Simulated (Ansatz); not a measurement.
One change: `C[CH](Cl)[GeH3]` becomes `C[CH](Cl)[SnH3]`.

Ansatz, PBE0-D4/def2-TZVP geometries, multiplicity 1. 

Elements past krypton have def2 core potentials. Scalar relativity is left out up to krypton.

```
                                        property  `C[CH](Cl)[GeH3]`
  size of the dipole moment (PBE/def2-TZVPP) / D               1.71
             LUMO energy (B3LYP/def2-TZVPP) / eV               0.08
              LUMO energy (PBE0/def2-TZVPP) / eV               0.34
           HOMO–LUMO gap (B3LYP/def2-TZVPP) / eV               7.69
           LUMO energy (ωB97M-V/def2-TZVPP) / eV               2.09
size of the dipole moment (B3LYP/def2-TZVPP) / D               1.78
```

(1) What does the change do to each property? (Estimate.)

Answers

(1) The calculation gave: 
```json
{"property": "size of the dipole moment (PBE/def2-TZVPP) / D", "`C[CH](Cl)[SnH3]`": "1.69", "shift": "-0.02"}
{"property": "LUMO energy (B3LYP/def2-TZVPP) / eV", "`C[CH](Cl)[SnH3]`": "-0.36", "shift": "-0.44"}
{"property": "LUMO energy (PBE0/def2-TZVPP) / eV", "`C[CH](Cl)[SnH3]`": "-0.11", "shift": "-0.45"}
{"property": "HOMO–LUMO gap (B3LYP/def2-TZVPP) / eV", "`C[CH](Cl)[SnH3]`": "6.96", "shift": "-0.73"}
{"property": "LUMO energy (ωB97M-V/def2-TZVPP) / eV", "`C[CH](Cl)[SnH3]`": "1.33", "shift": "-0.76"}
{"property": "size of the dipole moment (B3LYP/def2-TZVPP) / D", "`C[CH](Cl)[SnH3]`": "1.76", "shift": "-0.02"}
```

With PBE0 the HOMO rises by 0.31 eV and the LUMO falls by 0.45 eV, so the gap narrows by about 0.76 eV. PBE moves the HOMO by 0.23 eV and ωB97M-V by 0.36 eV. Dipoles are sizes alone; their direction can turn.

B3LYP here is the variant with VWN-RPA as its local correlation; programs differ in this.
